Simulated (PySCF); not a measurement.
C2H5ClOSi.

```xyz
10

C      0.6051     3.1111     0.0000
C     -0.2404     2.0802     0.0000
O      0.1829     0.7851     0.0000
Si    -0.7524    -0.5951     0.0000
Cl     0.5579    -2.1825     0.0000
H      1.6856     2.9522     0.0000
H      0.2172     4.1304     0.0000
H     -1.3287     2.2321     0.0000
H     -1.5881    -0.6551     1.2259
H     -1.5881    -0.6551    -1.2259
```
Charge 0, spin multiplicity 1.

Geometry optimised at B3LYP-D3(BJ)/def2-SVP. A frequency run showed that this geometry is not a minimum. The structure was generated by enumeration, and PubChem lists no compound with its InChIKey, so it may never have been made. Other conformers were not sampled.

The numbers are results of PBE/pcSseg-1 in PySCF, not measurements. Non-relativistic, no solvent.

Computed absolute GIAO shielding of each atom: isotropic value and principal components (ppm):
```
atom  σ(iso)    σ11    σ22     σ33   span
----  ------  -----  -----  ------  -----
C1      79.4  -23.7  108.4   153.4  177.1
C2      31.9  -70.5   63.3   103.0  173.5
O3     189.7  104.9  224.7   239.4  134.5
Si4    340.9  301.0  340.9   380.9   79.9
Cl5    902.8  730.9  971.3  1006.1  275.2
H6      26.3   23.4   25.0    30.4    7.0
H7      26.7   24.6   25.9    29.5    4.9
H8      24.7   21.4   24.6    28.0    6.6
H9      25.5   21.9   24.1    30.7    8.8
H10     25.5   21.9   24.1    30.7    8.8
```
